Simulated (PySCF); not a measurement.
SnHCl, optimised at GFN2-xTB:

```xyz
3

Sn     0.0999     0.1693     0.1586
Cl     0.8934     0.3454    -2.0381
H     -0.9536    -1.3956    -0.0575
```

Method: PySCF energies (xtb for GFN2) plus ideal-gas RRHO corrections (1 bar). All species are closed-shell singlets. Sn: scalar-relativistic def2 core potential, no spin-orbit coupling. SnHCl: computed as isolated molecules; such fragments, hydroxides, amides, oligomers or adducts are transient or little studied in the gas.

Task: List the harmonic frequencies (cm⁻¹, unscaled) at this level and at the other levels, each on its own geometry.

Result: 
- GFN2-xTB: 326, 449, 1199
- PBE/def2-SVP: 341, 563, 1627
- PBE0/def2-TZVP: 348, 594, 1718
